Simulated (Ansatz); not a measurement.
Cost and result up the ladder for SnH2Me(OtBu) (C5H14OSn) (21 atoms). The state is a singlet with charge 0. Geometry: PBE-D4/def2-SVP.

Cartesian coordinates in Å:
```
C 2.0993 -1.9939 -2.0923
C -0.5239 0.3824 0.8563
C -1.9625 0.2719 0.3225
C -0.4547 -0.1485 2.2973
C -0.0505 1.8453 0.8106
O 0.3581 -0.4630 0.1154
Sn 0.7710 -0.3103 -1.8597
H -0.6887 -0.4665 -2.7899
H 1.5411 1.2125 -2.1876
H 2.3939 -2.1099 -3.1525
H 1.5817 -2.9099 -1.7503
H 3.0025 -1.8327 -1.4740
H -2.6733 0.8563 0.9418
H -2.0340 0.6554 -0.7172
H -2.2900 -0.7872 0.3205
H -0.7686 -1.2109 2.3226
H -1.1092 0.4330 2.9777
H 0.5872 -0.0914 2.6699
H -0.1023 2.2510 -0.2220
H 0.9999 1.9199 1.1568
H -0.6771 2.4963 1.4539
```

Ansatz on 4 threads of AMD EPYC 9R45 on a shared host. Times are rough, and most runs start from the orbitals of an earlier one. r2SCAN0-D4/def2-TZVP serves as the yardstick here, not as an exact answer. Differences are given only for rows in sets of like size (and for xTB, whose basis is part of the method), since another set adds its own error. Binding counts from free atoms at the same level (C triplet, O triplet, Sn triplet, H doublet; other spins of the atoms weren't run), without zero-point energy or a counterpoise term.

In the def2 sets Sn takes a core potential; there is no spin–orbit coupling. LC-ωPBE has ω = 0.4 bohr⁻¹. Correlated methods freeze 10 core orbitals; core or outer-core shells of Sn are correlated, in sets that lack core-valence functions. Another isomer (singlet) lies 0.33 eV lower at PBE0-D4/def2-TZVP; other spin states weren't run for this one.

Correlated methods converge slowly with the basis.

| level | functions | wall time |
| --- | --- | --- |
| PBE-D4/def2-SVP | 180 | 1.1 s |
| PBE0-D4/def2-SVP | 180 | 1.4 s |
| PBE-D4/def2-TZVP (with forces) | 320 | 2.5 s |
| LC-ωPBE/def2-TZVP | 320 | 2.6 s |
| PBE0-D4/def2-TZVP | 320 | 3.2 s |
| r2SCAN-D4/def2-TZVP | 320 | 3.3 s |
| MP2/def2-TZVP | 320 | 4.1 s |
| r2SCAN0-D4/def2-TZVP | 320 | 4.3 s |

Estimate what each level gives for the binding energy per atom (eV).


```json
{"level": "PBE-D4/def2-SVP", "binding energy per atom (eV)": "3.91", "difference from r2SCAN0-D4/def2-TZVP (eV)": "–"}
{"level": "PBE0-D4/def2-SVP", "binding energy per atom (eV)": "3.86", "difference from r2SCAN0-D4/def2-TZVP (eV)": "–"}
{"level": "PBE-D4/def2-TZVP (with forces)", "binding energy per atom (eV)": "3.88", "difference from r2SCAN0-D4/def2-TZVP (eV)": "0.10"}
{"level": "LC-ωPBE/def2-TZVP", "binding energy per atom (eV)": "3.81", "difference from r2SCAN0-D4/def2-TZVP (eV)": "0.02"}
{"level": "PBE0-D4/def2-TZVP", "binding energy per atom (eV)": "3.83", "difference from r2SCAN0-D4/def2-TZVP (eV)": "0.05"}
{"level": "r2SCAN-D4/def2-TZVP", "binding energy per atom (eV)": "3.83", "difference from r2SCAN0-D4/def2-TZVP (eV)": "0.04"}
{"level": "MP2/def2-TZVP", "binding energy per atom (eV)": "3.72", "difference from r2SCAN0-D4/def2-TZVP (eV)": "-0.07"}
{"level": "r2SCAN0-D4/def2-TZVP", "binding energy per atom (eV)": "3.79", "difference from r2SCAN0-D4/def2-TZVP (eV)": "0.00"}
```
